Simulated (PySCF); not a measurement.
**Assignment exercise: C4H9F3OSi**

Structure with atom numbers: `[CH3:1][CH:2]([CH3:3])[O:4][SiH2:5][C:6]([F:7])([F:8])[F:9]`; H(Xn) means a hydrogen on atom n.

One averaged value for each set of equivalent atoms, isolated molecule, one conformer, non-relativistic. Shielding tensors at KT3/pcSseg-1 (GIAO); geometry from PBE0-D3(BJ)/def2-SVP; PySCF 2.14.0 with density-fitted response routines.

Referencing at the same level of theory: 13C, 1H vs TMS.

(1) Assign these signals to the numbered atoms. 13C{1H} NMR (computed): δ 129.7 (C), 73.2 (CH), 26.3 (CH3).

(2) Assign these signals to the numbered atoms. 1H NMR (400 MHz, computed): δ 4.70 (m, 2H), 4.01 (sept, 1H), 1.24 (d, 6H).

Results:

(1) 
| δ (ppm) | atoms | environment | reason |
| --- | --- | --- | --- |
| 129.7 | C6 | CF3 carbon | 3 electronegative neighbours deshield it |
| 73.2 | C2 | sp3 CH bonded to O | deshielded by the electronegative neighbour |
| 26.3 | C1/C3 | methyl carbon | a saturated carbon with 1 carbon neighbour and no heteroatom attached |

(2) 
```tsv
δ (ppm)	atoms	environment	reason
4.70	H(Si5)	hydrogen on a silicon bonded to C, O	–
4.01	H(C2)	hydrogen on an sp3 CH bonded to O	its carbon carries O, hence the downfield position
1.24	H(C1)/H(C3)	hydrogen on a methyl carbon	–
```

Splittings by 19F in the carbon and heteronuclear signals aren't shown, as no couplings were computed. Shifts are as computed, not scaled to solution data. Of 1211 compounds with measured shifts, 218 miss one by over three times the rms of a fit or turn the order of signals round; such compounds aren't used in these exercises. Multiplicities follow the n + 1 count of equivalent neighbours, as no J values were calculated; m marks all less simple cases, F and P coupling included.
